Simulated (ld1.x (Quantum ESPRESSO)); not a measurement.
**Sm: one change to a TM semilocal potential, before and after**

ld1.x (Quantum ESPRESSO) 7.5 input, shortened:

```
&input
   title='Sm', zed=62., rel=1, dft='PBESOL', iswitch=3,
   config='[Xe] 4f5 5d1 6s0 6p0'
 /
 &inputp
   pseudotype=1, tm=.true., lloc=2,
   nlcc=.false.
 /
3
5S  1  0   2.00   0.00  1.65  1.65  0.0
5P  2  1   6.00   0.00  1.80  1.80  0.0
5D  3  2   1.00   0.00  3.40  3.40  0.0
 &test
   configts(1)='5s2 5p6 5d1 6s0 6p0'
 /
```

All-electron outer shells of the reference configuration (PBEsol, scalar-relativistic, ld1.x):

```csv
shell,level (eV),outermost node (bohr),outermost maximum (bohr)
5s,-60.21,0.68,1.25
5p,-39.42,0.73,1.42
4f,-21.46,–,0.61
5d,-15.10,0.83,1.94
6s,-14.47,1.65,3.15
6p,-10.35,1.93,3.85
```

Change: wave 5p (bound): rc 1.80 bohr becomes 5p (bound): rc 2.74 bohr.

Cutoffs: the cutoffs (Ry, on a coarse ladder) from which the occupation-weighted sum of valence levels, in a spherical-Bessel basis at the reference potential, stays within 10 and 1 mRy of its value at 400 Ry; they do not see the model core or the augmentation charge, which bear on the density cutoff. Errors are all-electron minus pseudo energies relative to the spin-unpolarised reference configuration.

What does the change do?

The potential gets neither clearly harder nor softer (55 Ry and 90 Ry → 50 Ry and 90 Ry); the s channel sets the loose cutoff, while the largest relative change is in p, which becomes softer; of the 7 tests that both files solve, the error grows in 0 and shrinks in 2 by more than 15 % and 0.3 meV (median size 177.9 → 179.1 meV); neither file shows a bound ghost at the reference potential, the only one tested. A semilocal file is local in each channel, so a ghost entry of none says nothing of the separable form that plane-wave codes build from it.

| quantity | base | changed |
| --- | --- | --- |
| cutoff, loose | 55 Ry | 50 Ry |
| cutoff, tight | 90 Ry | 90 Ry |
| loose cutoff by channel (10 mRy a level) | s 45 Ry, p 25 Ry, d 12 Ry | s 45 Ry, p 12 Ry, d 12 Ry |
| bound ghosts | none | none |
| error for 5s2 5p6 5d1 6s2 6p0, meV [ΔE -18.20 eV] | +261 | +262 |
| error for 5s2 5p6 5d1 6s1 6p0, meV [ΔE -11.72 eV] | +167 | +167 |
| error for 5s2 5p6 5d0 6s0 6p0, meV [ΔE 19.66 eV] | -9.0 | -1.9 |
| error for 5s2 5p6 5d0 6s2 6p0, meV [ΔE -11.95 eV] | +396 | +395 |
| error for 5s2 5p6 5d0 6s2 6p1, meV [ΔE -16.15 eV] | -19020 | -3785 |
| error for 5s2 5p6 5d1.5 6s1.5 6p0, meV [ΔE -17.52 eV] | +178 | +179 |
| error for 5s2 5p6 5d2 6s1 6p0, meV [ΔE -16.75 eV] | +106 | +108 |
| s: phases at 3.68 bohr within 0.05 rad from the reference energy up to (Ry; the scan ends near 5) | n/a | n/a |
| p: phases at 3.68 bohr within 0.05 rad from the reference energy up to (Ry; the scan ends near 5) | -0.7 | -1.1 |
| d: phases at 3.68 bohr within 0.05 rad from the reference energy up to (Ry; the scan ends near 5) | 0.2 | 0.2 |

Base: These tests converged, but a pseudo level misses the all-electron one widely, so the file describes the atom poorly there or has found another state: 5s2 5p6 5d1 6s1 6p0: empty 6p by 3.9 eV; 5s2 5p6 5d0 6s2 6p0: empty 6p by 4.3 eV; 5s2 5p6 5d0 6s2 6p1: 5s by 11.9 eV (a node warning on the way). Changed file: These tests converged, but a pseudo level misses the all-electron one widely, so the file describes the atom poorly there or has found another state: 5s2 5p6 5d1 6s1 6p0: empty 6p by 3.9 eV; 5s2 5p6 5d0 6s2 6p1: 5p by 5.1 eV.
